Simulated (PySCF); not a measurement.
C₄H₂NO₃ (charge -1).
SMILES with atom numbers: `[O:1]=[C:2]([O-:3])[c:4]1[cH:5][n:6][o:7][cH:8]1` (hydrogens: H9 on C5; H10 on C8)

Theory: PBE0-D3(BJ)/def2-SVP geometry optimisation, gas phase in PySCF.

List the bond lengths, angles and torsions at this level.

```csv
bond,length (pm),order
"O1=C2, C2–O3",124.4,double/single
C2–C4,153.6,single
C4–C5,142.3,aromatic
C5–N6,131.0,aromatic
N6–O7,137.3,aromatic
O7–C8,134.4,aromatic
C4–C8,136.1,aromatic
C5–H9,109.0,single
C8–H10,108.8,single
```

Bonds in one row agree within 1 pm and their mean is given. Orders are formal, as drawn. A selection of angles:
```csv
angle,degrees
O1–C2–O3,131.2
O1–C2–C4,114.2
O3–C2–C4,114.6
C2–C4–C5,129.1
C2–C4–C8,129.5
C5–C4–C8,101.4
C4–C5–N6,113.1
C5–N6–O7,105.3
N6–O7–C8,109.0
C4–C8–O7,111.2
```

Dihedral angles: O1–C2–C4–C5 -1° (synperiplanar).

The 5-membered ring C4–C5–N6–O7–C8 has internal angles of 101.4° to 113.1° (sum 540°, against 540° for a flat polygon); it is planar, 0.00 Å rms from its mean plane, widest ring torsion 0°. Of the pairs four or more bonds apart, O1···H9 is among the closest relative to their van der Waals radii: 2.86 Å, 105 % of the sum of Bondi's values. C2 (carboxylate carbon) is planar (angles 131.2°, 114.6° and 114.2°, sum 360.0°, 0.00 Å off the plane of its three neighbours). C4 (substituted aromatic carbon) is planar (angles 129.5°, 129.1° and 101.4°, sum 360.0°, 0.00 Å off the plane of its three neighbours). The 3 C–O bonds span 1.244 Å (C2–O3, drawn single in one of several resonance forms) to 1.344 Å (O7–C8, aromatic), a spread of 0.100 Å. The C–C distances run from 1.361 Å (C4–C8, aromatic) to 1.536 Å (C2–C4, drawn single), a spread of 0.175 Å. O7 (ring oxygen) is bent (angle 109.0°).

Point group: Cs (tolerance 0.08 Å). Stationary, but not proved a minimum.
